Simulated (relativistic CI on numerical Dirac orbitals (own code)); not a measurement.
## Cu4+: L-alpha,beta X-ray emission

Computed with this model: Dirac-Coulomb-Breit CI, separate exchange-only KLI orbitals for each configuration, QED by a radiative potential, valence Slater integrals scaled by 0.9, multiplet model of X-ray emission after core ionisation; configurations [Ar] 3d7 → [He] 2s2 2p5 3s2 3p6 3d7 → [Ar] 3d6; 300 K; Lorentzian 0.6 eV and Gaussian 0.5 eV FWHM. Energies are those of the free ion, without screening or charge transfer. S is read from ⟨S²⟩ = S(S + 1).

Field parameters in Wybourne normalisation: Oh B⁴₀ = 21Dq, B⁴₄ = √(5/14) B⁴₀; Td as Oh with Dq negative (B⁴₀ = 21Dq, B⁴₄ = √(5/14) B⁴₀). The field is a parameter set, without covalency.

Peaks in eV (height, largest 100): 936.8 (49), 940.7 (98), 945.2 (20), 949.9 (7), 951.7 (9), 953.4 (9), 957.2 (100), 958.2 (89), 960.4 (59).

Task: Which surroundings give this spectrum?
A. Td, 10Dq = -6500 cm⁻¹
B. Oh, 10Dq = 32900 cm⁻¹
C. Oh, 10Dq = 27600 cm⁻¹
D. free ion

Result: A. Td, 10Dq = -6500 cm⁻¹, where the ground state has S = 1.50.
